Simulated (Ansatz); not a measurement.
The lowest singlet and triplet of C3H4 (SMILES [CH]C=C); geometries from B3LYP-D3(BJ)/def2-TZVP, each state relaxed from the structure named, with no frequency check, low spin by broken symmetry.
Singlet (charge 0, multiplicity 1):
```xyz
7

C     -1.2037     0.3194    -0.3605
C     -0.1034    -0.3733     0.0457
C      1.1399     0.1713     0.3074
H     -2.0659    -0.0275    -0.9171
H     -0.2219    -1.4519     0.1925
H      1.9723    -0.4541     0.5965
H      1.3185     1.2291     0.1721
```
Triplet (charge 0, multiplicity 3):
```xyz
7

C     -1.175     0.291    -0.460
C     -0.098    -0.370     0.045
C      1.132     0.180     0.345
H     -2.182     0.033    -0.747
H     -0.227    -1.441     0.230
H      1.929    -0.429     0.746
H      1.326     1.232     0.187
```

A positive gap puts the triplet lower; no zero-point energy. R- takes a restricted singlet, here one determinant of a half-filled degenerate or near-degenerate pair, which mixes singlet states. The triplet is unrestricted in single-reference levels. Active spaces average the two states.

Correlated levels freeze the cores.

The values were computed with Ansatz (a quantum-chemistry and plane-wave program). 

R-PBE/def2-TZVPP gives 18.55 kcal/mol for the gap E(singlet) − E(triplet), adiabatic.

Q: Predict the shift from PBE, with its sign, for: R-r2SCAN/def2-TZVPP, R-PBE0/def2-TZVPP, R-wB97M-V/def2-TZVPP, R-B2PLYP/def2-TZVPP, R-MP2/cc-pVTZ, R-CCSD(T)/cc-pVTZ, SC-NEVPT2 on SA-CASSCF(4,4)/cc-pVTZ, FIC-MRCISD+Q on SA-CASSCF(4,4)/cc-pVTZ.

A: R-r2SCAN/def2-TZVPP 8.46; R-PBE0/def2-TZVPP 5.45; R-wB97M-V/def2-TZVPP -0.93; R-B2PLYP/def2-TZVPP -0.38; R-MP2/cc-pVTZ -2.66; R-CCSD(T)/cc-pVTZ -3.26; SC-NEVPT2 on SA-CASSCF(4,4)/cc-pVTZ -4.37; FIC-MRCISD+Q on SA-CASSCF(4,4)/cc-pVTZ -4.82 kcal/mol. 2 of 8 lie above PBE; the widest gap is to R-r2SCAN/def2-TZVPP.

Doubts at one or more of the structures used: a restricted determinant that unrestricted orbitals would lower (R-PBE/def2-TZVPP, R-r2SCAN/def2-TZVPP, R-PBE0/def2-TZVPP, R-wB97M-V/def2-TZVPP, R-B2PLYP/def2-TZVPP, R-MP2/cc-pVTZ, R-CCSD(T)/cc-pVTZ); a spin-contaminated determinant (R-MP2/cc-pVTZ, R-CCSD(T)/cc-pVTZ); T1 above 0.05 (R-CCSD(T)/cc-pVTZ).
